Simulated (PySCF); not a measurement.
**Relaxation of triplet MoOCl2**

Level of theory: UPBE0 in PySCF with Mo def2-TZVP with ECP28, O def2-TZVP, Cl def2-TZVP; scalar-relativistic core potentials, no spin–orbit coupling; density-fitted integrals. A (50,194) grid was used.

A hand-made trigonal planar start, of C2v symmetry, held to at least that symmetry:

```xyz
4
charge 0 multiplicity 3, angstrom
Mo    0.0000    0.0000    0.2959
O     0.0000    0.0000    2.0759
Cl   -2.0525    0.0000   -0.8891
Cl    2.0525    0.0000   -0.8891
```

**Question.** What forces act on the atoms at the start (eV/Å)?

**Answer.** 
```tsv
atom	Fx	Fy	Fz
Mo1	0.00	0.00	4.30
O2	0.00	0.00	-5.89
Cl3	1.46	0.00	0.80
Cl4	-1.46	0.00	0.80
```

**Question.** What does it relax to?

**Answer.** It ends at C2v with Mo–Cl 2.265 Å (×2), Mo–O 1.646 Å; Cl–Mo–Cl 119.8°, Cl–Mo–O 120.1° (×2) (after a last refinement on a finer grid). A frequency run shows a minimum. Other isomers or separated fragments may lie lower.

**Question.** How much energy is released, and in how many steps?

**Answer.** 61.6 kJ/mol in 5 steps.

Open d and f shells are described by one determinant, and the ground state may have another occupation or spin.

The relaxation took 22 s on 4 threads of a shared Arm Neoverse V2 host, with 145 basis functions and 6 gradients; the process peaked at 0.81 GiB. Launch command: `OMP_NUM_THREADS=4 python axn.py task.json out`.
